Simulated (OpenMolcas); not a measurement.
Pd2+ (d8) in a complex was computed by SS-CASPT2, IPEA 0.25 Eh, imaginary shift 0.1 Eh with the d shell active (OpenMolcas, ANO-RCC-VDZP on the metal). Its lowest spin-free states, and all those of the highest spin:

```csv
2S+1,Degeneracy,E (cm-1)
3,1,0
1,2,7210
3,3,8620
3,3,13650
1,1,14130
1,3,16440
1,3,20390
3,3,21760
1,2,30000
1,3,30120
1,1,45050
```

Question: Is the site octahedral, tetrahedral or cube-like, axial, or of lower symmetry?

Answer: The states with 2S+1 = 3 have orbital degeneracies 1, 3, 3, 3. Threefold states need a cubic site. For d8 at this spin an octahedron puts the single A2 below the threefold T2 and a tetrahedron or cube puts the threefold T1 below the threefold T2, so the site is octahedral. The first gap at this spin, 8620 cm-1, is |10Dq| in ligand-field theory. The run had Pd2+ with 6 ligands (chloride) in octahedral coordination (Oh) at 2.62 Å. A charge of +0.667 e stands 2.6 Å behind each ligand. Ligand basis ANO-RCC-VDZP.

Roots that are degenerate in the reference are averaged as groups; the widest CASPT2 spread within a group is 1000 cm-1 (the 3-fold group of multiplicity 1 near 20400 cm-1 above the lowest state of its run). Shifts and gaps below about the spread of the groups concerned are not significant. Over all roots computed the reference weight is 0.65 to 0.66; a low but even weight reflects the number of correlated electrons. Real 4d8 and 5d8 ions are as a rule square planar and diamagnetic. Ligand-to-metal charge-transfer states are missing. These CASPT2 states fit no ligand-field parameters well, so their order and spin gaps are uncertain. With no ligand orbital active B as a rule stays too high, so bands that hang on it stand too high and its fall with covalency is understated. With one d shell and no ligand orbital active, 10Dq can be off by a tenth or more. No measured value stands beside these numbers; the geometry was imposed, not optimised, and the real ion may take another.
